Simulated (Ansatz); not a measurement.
CH₄ClGaO₂ (`C[O][Ga]([OH])[Cl]`) at its PBE0-D4/def2-TZVP geometry, where that method's forces vanish. Total charge 0; spin multiplicity 1.

```xyz
9

C     0.6233   -1.4477    0.2152
O     0.7126   -0.0403    0.1736
Ga   -0.6579    1.0112   -0.2038
O    -0.4282    2.7624   -0.2295
Cl   -2.5748    0.2054   -0.6239
H    -0.1103   -1.7954    0.9506
H     1.6036   -1.8377    0.5004
H     0.3560   -1.8731   -0.7583
H     0.4757    3.0152   -0.0242
```

**Question.** What forces (eV/Å) does r2SCAN-D4/def2-TZVPP give on these atoms in Ansatz 0.2.0? (Estimate.)

**Answer.** Ansatz gave: 
```
C1  -0.037 -0.345  0.005
O2   0.092  0.304  0.009
Ga3 -0.040 -0.028 -0.008
O4  -0.068  0.033 -0.018
Cl5  0.004  0.009  0.001
H6   0.002  0.006 -0.004
H7  -0.009  0.013 -0.003
H8   0.001  0.006  0.004
H9   0.056  0.000  0.013
```
